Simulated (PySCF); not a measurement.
Vibration and rotation of HgC⁺

UHF-CCSD(T) constants of HgC⁺, ²Π (doublet), unpaired electrons π ↑ (Hg def2-SVPD with ECP60, C def2-SVPD; scalar-relativistic core potentials (PySCF 2.14); masses 201.9706 and 12.0000 u):

* ωe: 375.8 cm⁻¹
* ωexe: 1.67 cm⁻¹
* Be: 0.30316 cm⁻¹
* αe: 0.00288 cm⁻¹
* D (centrifugal): 7.89e-07 cm⁻¹
* De to Hg⁺ + C: 1.76 eV

(1) Give the vibrational terms G(v) and spacings up to v = 6.

(2) How well does the Morse estimate ωe²/(4ωexe) reproduce De, and what is D0?

Correlated steps freeze 1 core orbital. Correlated levels converge slowly with the basis: in double zeta they bind strong bonds too weakly, by up to about 1 eV, and carry superposition errors of some tenths. Spin–orbit coupling is left out, which matters for elements this heavy, above all for dissociation energies. For an ion De counts to the pair picked by the measured ionisation energies or electron affinities, which need not be the lowest pair at this level. The state is the lowest determinant that a PBE0 search found; another state may lie lower at other levels.

## Answers

(1) G(v) = ωe(v+½) − ωexe(v+½)².

```
v  G(v) (cm⁻¹)  G(v) − G(v−1)  Bv (cm⁻¹)
0          187                    0.3017
1          560            372     0.2988
2          929            369     0.2960
3         1295            366     0.2931
4         1657            362     0.2902
5         2016            359     0.2873
6         2372            356     0.2844
```

(2) It gives 2.62 eV, 149 % of the computed De. D0 = De − G(0) = 1.76 − 0.02 = 1.74 eV.
